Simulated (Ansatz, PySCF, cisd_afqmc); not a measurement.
Species: BH$_{2}$, charge 0, doublet. BH2 (SMILES [BH2], doublet).
B3LYP-D3(BJ)/def2-TZVP minimum from Ansatz (a program for electronic structure):
```xyz
3

B      0.1441    -0.0062    -0.0077
H     -0.4073    -1.0572    -0.0004
H     -0.3134     1.0880     0.0389
```
Charge 0, spin multiplicity 2.

Atomisation energy term by term, kcal/mol (programs: Ansatz, cisd_afqmc). Open shells are spin-unrestricted; no spin-orbit coupling. Correlated methods leave the cores frozen. Rows without X2C or -DK are non-relativistic. AFQMC/CISD: phaseless, guided by CISD from CCSD amplitudes; bars are statistical, one sigma. Outlying blocks are dropped, and bars are widened where a walk drifts. Over all cases where full CI ran beside it in this data, AFQMC minus full CI had a median of +0.1 mEh and passed +0.4 mEh in a tenth of the cases. CBS(X,Y): correlation extrapolated as X^-3, Hartree-Fock from the larger set (Q,5: extrapolated as (X+1)exp(-9√X)). A bracket is a step between two methods taken in the basis named. '+ core + X2C': CCSD(T) terms for core correlation (cc-pwCVTZ) and scalar relativity (cc-pVTZ-DK). Full CI freezes restricted core orbitals, also for open shells; the composite that ends in it estimates full CI at the basis-set limit. Where a partner has so few electrons that a lower coupled-cluster level is exact, that level stands in.

```
term                                                          basis  kcal/mol
-----------------------  ------------------------------------------  --------
Hartree-Fock                                   CBS(cc-pVQZ,cc-pV5Z)    143.87
CCSD correlation                               CBS(cc-pVQZ,cc-pV5Z)     24.88
(T)                                            CBS(cc-pVQZ,cc-pV5Z)      0.48
CCSDT(Q) - CCSD(T)                                          cc-pVQZ      0.03
FCI - CCSDT(Q)                                              cc-pVTZ      0.01
core correlation                                          cc-pwCVTZ      0.74
scalar relativity                                   X2C, cc-pVTZ-DK     -0.07
minus zero-point energy  Hessian by PySCF at B3LYP-D3(BJ)/def2-TZVP     -9.05
sum: D0                                                                 160.9
```

The step beyond CCSD(T) by other levels: FCI in cc-pVDZ 0.02; CCSDTQ in cc-pVDZ 0.01; AFQMC/CISD in cc-pVDZ -0.00 ± 0.04; CCSDT(Q) in cc-pVDZ 0.01; FCI in cc-pVTZ 0.04; CCSDTQ in cc-pVTZ 0.03; AFQMC/CISD in cc-pVTZ 0.10 ± 0.07; CCSDT(Q) in cc-pVTZ 0.03 kcal/mol.
